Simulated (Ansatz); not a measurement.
# BH3OSnZn: where a starting geometry ends

The starting geometry of this gas-phase singlet was optimised with GFN2-xTB.

| atom | x (Å) | y (Å) | z (Å) |
| --- | --- | --- | --- |
| B | -0.3950 | 1.1818 | -1.2713 |
| O | 0.4023 | 0.1818 | -1.7553 |
| Sn | 1.8700 | -0.9022 | -2.4931 |
| Zn | -2.2538 | 0.0570 | -0.8911 |
| H | -0.2317 | 1.5410 | -0.1505 |
| H | -0.8615 | 1.9520 | -2.0478 |
| H | 0.8720 | -2.5301 | -2.5664 |

Task: Predict what it relaxes into with B3LYP-D3(BJ)/def2-SVP.

Result: It loosens into BH3OSn + Zn, which stay close as a complex. Contacts that open: B1–Zn4 (2.21 → 3.03 Å).

The energy falls by 0.47 eV over 19 steps:

| step | E − E(last) (eV) |
| --- | --- |
| 1 | 0.471 |
| 3 | 0.131 |
| 5 | 0.072 |
| 7 | 0.053 |
| 9 | 0.043 |
| 11 | 0.019 |
| 13 | 0.007 |
| 15 | 0.002 |
| 17 | 0.000 |
| 19 | 0.000 |

Final geometry (Å):

| atom | x (Å) | y (Å) | z (Å) |
| --- | --- | --- | --- |
| B | -0.1036 | 1.3990 | -1.3207 |
| O | 0.7813 | 0.5261 | -1.8157 |
| Sn | 1.6650 | -1.1502 | -2.4943 |
| Zn | -2.1178 | -0.8561 | -1.1572 |
| H | -0.1516 | 1.5983 | -0.1219 |
| H | -0.8079 | 2.0412 | -2.0762 |
| H | 0.1370 | -2.0770 | -2.1896 |

The end wasn't checked by frequencies. Atoms past krypton carry core potentials, without spin–orbit terms. Run with Ansatz 0.2.0, 54 s on 2 threads of Arm Neoverse V1, with other jobs on the host.
